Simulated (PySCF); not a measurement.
NaCa: energy against distance

Set-up: Na def2-SVPD, Ca def2-SVPD; no relativity (PySCF 2.14). Energies in eV from Na + Ca in their ground configurations at the same level. State: ²Σ⁺ (doublet), unpaired electrons σ ↑.

| R (Å) | MN15 |
| --- | --- |
| 3.187 | -0.1223 |
| 3.335 | -0.1851 |
| 3.484 | -0.2199 |
| 3.595 | -0.2332 |
| 3.706 | -0.2391 |
| 3.817 | -0.2397 |
| 3.965 | -0.2349 |
| 4.151 | -0.2234 |
| 4.373 | -0.2052 |
| 4.670 | -0.1778 |

Problem. Put a parabola through the three lowest points of the MN15 curve and estimate Re, k and ωe (reduced mass 14.59 u; 1 eV/Å² = 0.16022 mdyn/Å; ωe = 1302.8·√(k/μ) cm⁻¹).

Solution. Through R = 3.706, 3.817, 3.965 Å the second-order coefficient is 0.146 eV/Å², so Re ≈ 3.780 Å, k ≈ 0.0468 mdyn/Å and ωe ≈ 74 cm⁻¹. A polynomial fit of higher order to the unrounded MN15 energies gives Re = 3.775 Å, k = 0.0546 mdyn/Å, ωe = 79.7 cm⁻¹; anharmonicity and rounding make the difference.

The higher-order fit for each curve: MN15: Re = 3.775 Å, ωe = 79.7 cm⁻¹, De = 0.240 eV.

The bond is weak. Basis-set superposition, not corrected here, can be much of De in a small basis, most of all at correlated wavefunction levels. Functionals without a dispersion term scatter widely for such bonds, and LDA overbinds them. The state is the lowest determinant that a PBE0 search found; another state may lie lower at other levels.
